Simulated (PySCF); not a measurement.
Below is a simulated gas-phase Si 1s photoelectron spectrum of `[SiH3]O[SiH2][SiH2]Cl`.

Every computed line was given a Gaussian of 0.6 eV full width at half maximum and an area set by the number of equivalent atoms; the highest printed point is 100. Method used: PySCF, delta-SCF UKS SCAN, pcX-2 on the ionised atom, pcseg-1 elsewhere, spin-free X2C.

binding energy (eV), intensity and a bar:
```
   1846.3          0 
   1846.4          1 
   1846.5          2 #
   1846.6          5 ##
   1846.7         12 ####
   1846.8         25 #######
   1846.9         43 #############
   1847.0         65 ###################
   1847.1         85 #########################
   1847.2         98 #############################
   1847.3        100 ##############################
   1847.4         92 ###########################
   1847.5         76 #######################
   1847.6         56 #################
   1847.7         38 ###########
   1847.8         23 #######
   1847.9         12 ####
   1848.0          6 ##
   1848.1          2 #
   1848.2          1 
   1848.3          0
```

How many maxima does the curve show, and how many computed lines lie under it?

The curve has 1 maximum (at 1847.3 eV). Under it lie 3 lines from 3 inequivalent silicon sites. At this width some lines have no maximum of their own.

Decompose the envelope and assign each component. Numbering: `[SiH3:1][O:2][SiH2:3][SiH2:4][Cl:5]`.

```tsv
position (eV)	relative area	line	atoms	environment
1847.19	1	Si 1s	Si4	chlorine-bound silicon
1847.20	1	Si 1s	Si3	oxygen-bound silicon
1847.49	1	Si 1s	Si1	oxygen-bound silicon
```

What are the centre and the root-mean-square width of the whole band?

The area-weighted mean of the lines is 1847.29 eV. Their own spread about it is 0.14 eV (rms) and each Gaussian has σ = 0.6/2.355 = 0.25 eV; the variances add, which gives 0.29 eV.

The listed Si 1s values span 0.30 eV, from Si4 (bonded to Cl, 2 H and Si) to Si1 (bonded to O and 3 H). The widest gap between neighbouring values is 0.29 eV, between 1847.20 and 1847.49 eV. Summing the Pauling electronegativity differences to the bonded atoms, each weighted by its formal bond order, gives +1.86 for the lowest site and +2.44 for the highest; no listed site has a larger sum than the highest. The values 1847.19 and 1847.20 eV lie too close for their order to be trusted.

No satellites, vibrations or lifetime broadening are included. Isolated species at its GFN2-xTB geometry (one conformer only).

Conformer computed: `[SiH3:1][O:2][SiH2:3][SiH2:4][Cl:5]`: Si1–O2–Si3–Si4 35°, O2–Si3–Si4–Cl5 172°.
